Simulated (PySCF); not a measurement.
C8H8FO (charge -1).
Cartesian coordinates in Å at the PBE0-D3(BJ)/def2-SVP level; atoms count from 1:
```
atom  x, y, z in Å
C1    -2.680    0.260    0.511
C2    -1.827   -0.511   -0.494
C3    -0.363   -0.440   -0.181
C4     0.317    0.823   -0.440
O5    -0.297    1.811   -0.912
C6     1.724    0.831   -0.114
C7     2.373   -0.274    0.414
C8     1.700   -1.479    0.661
C9     0.339   -1.506    0.351
F10   -0.328   -2.669    0.588
H11   -3.752    0.245    0.242
H12   -2.575   -0.161    1.524
H13   -2.337    1.306    0.527
H14   -1.975   -0.048   -1.486
H15   -2.156   -1.561   -0.551
H16    2.262    1.766   -0.299
H17    3.443   -0.208    0.646
H18    2.188   -2.363    1.076
```

Computed with PBE0-D3(BJ)/def2-SVP geometry optimisation, gas phase in PySCF 2.14.0.

Take the most abundant isotopes and a rigid rotor. The values belong to one conformer with, in the numbering `[CH3:1][CH2:2][c:3]1[c:4]([O-:5])[cH:6][cH:7][cH:8][c:9]1[F:10]`, C1–C2–C3–C4 -73°.

Question: What are A, B and C (MHz)?

Answer: Ia = 297.18, Ib = 355.11, Ic = 612.58 u·Å²; 505379 MHz·u·Å²/I gives A = 1701, B = 1423, C = 825.0 MHz.

Question: Classify the top.

Answer: An asymmetric top; Ray's κ = 0.366.

Question: What does the inertial defect say?

Answer: Not planar: Δ = Ic − Ia − Ib = -39.71 u·Å². For a rigid frame Δ = −2 Σ m c², so Σ m c² = 19.86 u·Å² lies off the ab plane: 6.65 from hydrogen and 13.21 from heavier atoms. The atom farthest from that plane is 1.60 Å away.

Question: Where do the levels up to J = 5 lie, in cm⁻¹?

Answer: Above 0(0,0):
J = 1: 1(0,1) 0.0750, 1(1,1) 0.0842, 1(1,0) 0.1042
J = 2: 2(0,2) 0.2117, 2(1,2) 0.2143, 2(1,1) 0.2741, 2(2,1) 0.3019, 2(2,0) 0.3151
J = 3: 3(0,3) 0.4021, 3(1,3) 0.4025, 3(1,2) 0.5152, 3(2,2) 0.5269, 3(2,1) 0.5747, 3(3,1) 0.6298, 3(3,0) 0.6369
J = 4: 4(0,4) 0.6466, 4(1,4) 0.6467, 4(1,3) 0.8123, 4(2,3) 0.8153, 4(2,2) 0.9154, 4(3,2) 0.9457, 4(3,1) 0.9796, 4(4,1) 1.0691, 4(4,0) 1.0723
J = 5: 5(0,5) 0.9460, 5(1,5) 0.9460, 5(1,4) 1.1614, 5(2,4) 1.1620, 5(2,3) 1.3202, 5(3,3) 1.3312, 5(3,2) 1.4138, 5(4,2) 1.4723, 5(4,1) 1.4930, 5(5,1) 1.6207, 5(5,0) 1.6220
The levels of one J sum to (2J + 1)J(J + 1)(A + B + C)/3.

Question: Predict some low-J microwave lines.

Answer: The dipole components (about the centre of mass, as the species is charged) are |μa| = 0.77 D, |μb| = 3.32 D, |μc| = 0.42 D. Intensities carry the squares of the components, which stand as 0.05 : 1.00 : 0.02 (a : b : c). Some lines, for components of 0.1 D or more:

| type | branch | J(Ka,Kc) | MHz | lower level (cm⁻¹) |
| --- | --- | --- | --- | --- |
| a | Q | 1(1,0) ← 1(1,1) | 598 | 0.084 |
| b | Q | 2(2,0) ← 2(1,1) | 1229 | 0.274 |
| b | Q | 3(3,0) ← 3(2,1) | 1863 | 0.575 |
| b | R | 1(1,1) ← 0(0,0) | 2526 | 0.000 |
| a | Q | 4(2,2) ← 4(2,3) | 3001 | 0.815 |
| b | Q | 3(3,1) ← 3(2,2) | 3086 | 0.527 |
| b | Q | 4(2,2) ← 4(1,3) | 3093 | 0.812 |
| b | Q | 4(2,3) ← 4(1,4) | 5056 | 0.647 |
| a | R | 2(1,1) ← 1(1,0) | 5094 | 0.104 |
| b | R | 3(0,3) ← 2(1,2) | 5630 | 0.214 |
| b | R | 3(1,3) ← 2(0,2) | 5721 | 0.212 |
| c | R | 2(2,0) ← 1(1,0) | 6324 | 0.104 |
| c | R | 3(1,2) ← 2(0,2) | 9097 | 0.212 |
| b | R | 3(3,1) ← 2(2,0) | 9433 | 0.315 |
| a | R | 4(3,2) ← 3(3,1) | 9470 | 0.630 |
| c | R | 3(3,0) ← 2(2,0) | 9645 | 0.315 |
| c | R | 3(3,1) ← 2(2,1) | 9830 | 0.302 |
| b | R | 3(2,1) ← 2(1,2) | 10806 | 0.214 |
| c | R | 4(2,3) ← 3(1,3) | 12375 | 0.403 |
| b | R | 4(4,0) ← 3(3,1) | 13265 | 0.630 |
| b | R | 4(3,1) ← 3(2,2) | 13573 | 0.527 |

PBE0-D3(BJ)/def2-SVP frequencies: not computed here. The geometry's basis has no diffuse functions, a weakness for an anion. Constants of a rigid frame at the computed geometry: no zero-point averaging, no centrifugal distortion. A rigid rotor knows nothing of internal rotation, which can split or shift real lines.

The run took 5.5 min wall, 4.9 min CPU on an Arm Neoverse N1 with one thread, shared host. These figures are those of the optimisation.
